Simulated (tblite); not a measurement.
Record of a relaxation.

Species: C3H11AlOSi2.
Numbering: `[AlH2:1]/[CH:2]=[C:3](\[CH2:4][SiH3:5])[O:6][SiH3:7]` (hydrogens: H8, H9 on Al1; H10 on C2; H11, H12 on C4; H13, H14, H15 on Si5; H16, H17, H18 on Si7)

Computed with GFN2-xTB (tblite), gas phase: L-BFGS steps from a force-field or distance-geometry start until the largest atomic force falls under 0.01 eV/Å. 7 of its 250 geometries are shown.

Step 0: E = -561.1544 eV, largest atomic force 2.012 eV/Å
```
atom  x, y, z in Å  |  force x, y, z in eV/Å
Al1     0.847    2.667    0.009    1.685   0.222   0.198
C2      1.003    0.720    0.108    0.081   1.994   0.257
C3      0.073   -0.122   -0.285   -0.163  -1.321  -0.270
C4     -1.230    0.340   -0.879    0.054  -0.619  -0.303
Si5    -2.705   -0.258    0.136   -0.827  -0.213   0.249
O6      0.326   -1.475   -0.149    1.102  -0.451  -0.736
Si7     1.942   -2.121   -0.222   -1.602  -0.020  -0.036
H8      1.149    3.481    1.383   -0.573  -0.079  -0.553
H9      1.509    3.342   -1.300   -0.679   0.025   0.340
H10     1.904    0.317    0.529    0.309  -0.179   0.193
H11    -1.360   -0.086   -1.896    0.320   0.440   0.400
H12    -1.290    1.454   -0.899    0.500  -0.456  -0.214
H13    -3.752   -0.835   -0.735    0.230   0.056   0.059
H14    -3.308    0.916    0.776    0.039   0.021   0.078
H15    -2.302   -1.232    1.129    0.063  -0.134   0.126
H16     2.680   -1.629   -1.377   -0.110   0.273  -0.062
H17     1.806   -3.575   -0.398   -0.394   0.299   0.077
H18     2.698   -1.899    0.999   -0.034   0.142   0.196
```

Step 42: E = -562.0084 eV, largest atomic force 0.132 eV/Å
```
atom  x, y, z in Å  |  force x, y, z in eV/Å
Al1     0.883    2.836    0.046    0.012  -0.001   0.036
C2      1.096    0.897    0.231    0.012  -0.023  -0.049
C3      0.251   -0.009   -0.295    0.037   0.002  -0.127
C4     -1.053    0.330   -0.931   -0.057   0.039   0.060
Si5    -2.490   -0.295    0.177   -0.045  -0.019   0.012
O6      0.456   -1.346   -0.290   -0.026  -0.038   0.023
Si7     1.747   -2.327   -0.251    0.067  -0.010   0.022
H8      0.776    3.804    1.255   -0.026  -0.020   0.006
H9      0.911    3.589   -1.315   -0.047  -0.062  -0.013
H10     1.986    0.456    0.692   -0.002  -0.002  -0.001
H11    -1.113   -0.151   -1.910    0.030   0.031   0.076
H12    -1.108    1.414   -1.073    0.001   0.039  -0.008
H13    -3.558   -0.822   -0.680    0.037   0.023  -0.010
H14    -3.010    0.833    0.958    0.069  -0.033  -0.012
H15    -2.007   -1.354    1.064   -0.031   0.046  -0.032
H16     2.713   -1.926   -1.272    0.012   0.020  -0.039
H17     1.092   -3.594   -0.524   -0.037  -0.031  -0.017
H18     2.421   -2.329    1.047   -0.007   0.042   0.072
```

Step 83: E = -562.0550 eV, largest atomic force 0.107 eV/Å
```
atom  x, y, z in Å  |  force x, y, z in eV/Å
Al1     0.735    2.749    0.017    0.040  -0.027  -0.096
C2      1.224    0.855    0.110   -0.013  -0.033   0.022
C3      0.327   -0.023   -0.379    0.035  -0.007  -0.034
C4     -1.002    0.397   -0.908    0.020   0.016   0.005
Si5    -2.435   -0.239    0.183   -0.031   0.003   0.013
O6      0.496   -1.364   -0.438    0.057   0.017   0.038
Si7     1.760   -2.357   -0.174   -0.040  -0.020   0.003
H8      0.545    3.657    1.252   -0.019   0.026   0.061
H9      0.520    3.494   -1.337    0.003  -0.020   0.038
H10     2.145    0.408    0.494   -0.018  -0.003  -0.019
H11    -1.117    0.024   -1.926    0.003  -0.037  -0.003
H12    -1.018    1.494   -0.944   -0.036   0.045  -0.036
H13    -3.582   -0.495   -0.692   -0.007   0.008   0.007
H14    -2.763    0.816    1.147    0.019  -0.028   0.013
H15    -2.058   -1.465    0.880    0.016  -0.001  -0.017
H16     2.856   -2.065   -1.101   -0.017   0.033   0.012
H17     1.102   -3.626   -0.455    0.013   0.027   0.022
H18     2.254   -2.254    1.202   -0.028   0.001  -0.028
```

Step 124: E = -562.0885 eV, largest atomic force 0.021 eV/Å
```
atom  x, y, z in Å  |  force x, y, z in eV/Å
Al1     0.665    2.740   -0.032    0.007  -0.011   0.012
C2      1.253    0.876   -0.087   -0.003  -0.006   0.002
C3      0.350   -0.016   -0.538    0.004  -0.002   0.004
C4     -1.008    0.375   -1.014    0.008  -0.007   0.012
Si5    -2.330   -0.242    0.217   -0.016   0.013  -0.004
O6      0.535   -1.355   -0.573   -0.002   0.009   0.001
Si7     1.722   -2.331   -0.035   -0.006   0.011  -0.012
H8      0.305    3.454    1.300   -0.009   0.005  -0.012
H9      0.491    3.637   -1.289    0.004   0.000  -0.004
H10     2.190    0.439    0.266   -0.009   0.003  -0.006
H11    -1.192   -0.056   -1.999    0.007   0.002   0.007
H12    -1.052    1.469   -1.102    0.006  -0.012   0.003
H13    -3.642    0.105   -0.332   -0.004   0.003  -0.005
H14    -2.113    0.436    1.496    0.008   0.002   0.004
H15    -2.220   -1.690    0.367    0.008  -0.011   0.000
H16     2.978   -2.075   -0.744    0.001   0.007   0.000
H17     1.131   -3.615   -0.377   -0.005  -0.004   0.000
H18     1.927   -2.147    1.403    0.002  -0.004  -0.001
```

Step 166: E = -562.0981 eV, largest atomic force 0.014 eV/Å
```
atom  x, y, z in Å  |  force x, y, z in eV/Å
Al1     0.648    2.707   -0.131   -0.003  -0.004  -0.001
C2      1.254    0.858    0.050   -0.001   0.003   0.002
C3      0.346   -0.022   -0.418    0.003   0.000   0.002
C4     -0.997    0.393   -0.915    0.010   0.000   0.002
Si5    -2.367   -0.206    0.273    0.011  -0.007  -0.001
O6      0.513   -1.363   -0.461   -0.003  -0.001  -0.013
Si7     1.769   -2.337   -0.106   -0.009   0.002   0.008
H8     -0.197    3.437    0.949   -0.009  -0.006   0.004
H9      0.905    3.555   -1.408    0.013  -0.002   0.005
H10     2.177    0.409    0.422   -0.002   0.004  -0.010
H11    -1.162   -0.019   -1.912   -0.012   0.002   0.004
H12    -1.019    1.489   -0.991   -0.008   0.000   0.001
H13    -3.646    0.273   -0.256    0.005  -0.003   0.000
H14    -2.106    0.350    1.600   -0.002   0.006  -0.006
H15    -2.357   -1.668    0.308    0.009   0.000  -0.001
H16     2.968   -1.938   -0.845    0.002  -0.004  -0.002
H17     1.215   -3.603   -0.560   -0.008   0.006   0.008
H18     2.048   -2.308    1.331    0.004   0.002  -0.001
```

Step 208: E = -562.1055 eV, largest atomic force 0.043 eV/Å
```
atom  x, y, z in Å  |  force x, y, z in eV/Å
Al1     0.686    2.748   -0.122    0.008   0.016  -0.014
C2      1.241    0.874   -0.045    0.000   0.021  -0.001
C3      0.330   -0.016   -0.484   -0.010   0.009   0.011
C4     -1.034    0.380   -0.933   -0.012   0.006  -0.011
Si5    -2.348   -0.250    0.305    0.007  -0.001  -0.011
O6      0.511   -1.355   -0.526   -0.016  -0.006  -0.011
Si7     1.740   -2.329   -0.096    0.027  -0.011   0.005
H8     -0.450    3.330    0.771    0.013  -0.006  -0.013
H9      1.322    3.787   -1.088   -0.019  -0.024   0.030
H10     2.187    0.437    0.282    0.009  -0.004   0.005
H11    -1.231   -0.039   -1.921    0.002   0.002   0.007
H12    -1.077    1.475   -1.008   -0.003  -0.012  -0.004
H13    -3.660    0.144   -0.217    0.008  -0.002   0.009
H14    -2.085    0.362    1.607   -0.007   0.005   0.000
H15    -2.262   -1.708    0.385   -0.001   0.008   0.001
H16     2.941   -2.035   -0.882   -0.009  -0.004   0.009
H17     1.137   -3.611   -0.427    0.001  -0.001  -0.004
H18     2.042   -2.186    1.330    0.001   0.003  -0.007
```

Step 249: E = -562.1095 eV, largest atomic force 0.008 eV/Å
```
atom  x, y, z in Å  |  force x, y, z in eV/Å
Al1     0.761    2.791   -0.087    0.005   0.004   0.002
C2      1.155    0.874   -0.069    0.002   0.000  -0.007
C3      0.272   -0.043   -0.503   -0.006  -0.003   0.005
C4     -1.103    0.305   -0.953   -0.002  -0.001   0.000
Si5    -2.383   -0.253    0.353    0.002   0.004  -0.003
O6      0.498   -1.377   -0.535   -0.004  -0.001  -0.005
Si7     1.772   -2.313   -0.157   -0.003  -0.001  -0.002
H8     -0.642    3.411    0.177   -0.004   0.002   0.002
H9      1.862    3.853   -0.343    0.000  -0.005   0.000
H10     2.117    0.471    0.260    0.002   0.002   0.001
H11    -1.312   -0.190   -1.902   -0.002  -0.001   0.003
H12    -1.163    1.389   -1.100    0.000  -0.004   0.000
H13    -3.714    0.058   -0.175    0.000  -0.002   0.002
H14    -2.124    0.481    1.593   -0.001   0.000  -0.002
H15    -2.262   -1.694    0.571    0.003   0.007  -0.001
H16     2.911   -2.007   -1.025    0.005   0.001   0.005
H17     1.182   -3.617   -0.419    0.004   0.002  -0.001
H18     2.164   -2.132    1.242   -0.001  -0.002   0.000
```

Task: Summarise the path.

Result: The energy falls by 92.15 kJ/mol from step 0 to step 249; nine tenths of that is first reached at step 45. It rises by more than 0.2 meV at steps 155, 213, 216, 219, 222, 225 and 228. The largest force goes from 2.012 to 0.008 eV/Å. Among the bonds O6–Si7 changes most, from 1.742 to 1.626 Å; the atoms move by 0.811 Å rms after alignment.

Task: Follow the three bonds and two angles with the largest change from start to end.

Result: 
```
step  E above end (kJ/mol)  largest force (eV/Å)  O6–Si7 (Å)  Al1–H8 (Å)  Al1–H9 (Å)  C3–O6–Si7 (°)  C2–Al1–H8 (°)
   0                 92.15                 2.012       1.742       1.626       1.615          121.9          116.2
  11                 24.10                 0.263       1.639       1.559       1.566          124.8          121.2
  22                 16.17                 0.262       1.636       1.538       1.541          127.9          124.8
  32                 11.90                 0.181       1.626       1.552       1.547          134.6          124.6
  43                  9.54                 0.127       1.622       1.554       1.559          135.5          123.2
  54                  7.04                 0.092       1.624       1.554       1.558          132.9          124.1
  65                  6.14                 0.095       1.626       1.550       1.562          133.2          124.1
  76                  5.63                 0.052       1.626       1.549       1.557          134.6          124.6
  87                  4.81                 0.073       1.626       1.552       1.555          135.3          123.5
  97                  2.76                 0.099       1.627       1.553       1.557          133.9          121.3
 108                  2.21                 0.023       1.628       1.553       1.555          133.3          122.0
 119                  2.06                 0.014       1.627       1.552       1.556          133.2          122.1
 130                  1.97                 0.016       1.627       1.552       1.554          133.2          122.9
 141                  1.88                 0.016       1.628       1.551       1.554          133.1          123.3
 152                  1.63                 0.072       1.629       1.553       1.553          133.0          123.5
 162                  1.17                 0.055       1.628       1.554       1.554          133.1          123.3
 173                  1.03                 0.022       1.628       1.554       1.552          133.1          123.4
 184                  0.71                 0.048       1.627       1.556       1.556          133.2          122.4
 195                  0.54                 0.021       1.628       1.556       1.553          133.2          122.5
 206                  0.43                 0.031       1.627       1.558       1.554          133.2          122.9
 217                  0.29                 0.014       1.627       1.558       1.552          133.3          123.4
 227                  0.20                 0.023       1.627       1.559       1.553          133.4          123.7
 238                  0.06                 0.020       1.626       1.557       1.552          133.5          124.4
 249                  0.00                 0.008       1.626       1.556       1.552          133.8          124.8
```

What follows is the cost of the whole relaxation. On Intel Xeon at 2.50 GHz, one thread, no GPU, shared host with 64 logical CPUs at a one-minute load of 63, this took 7.5 s wall.
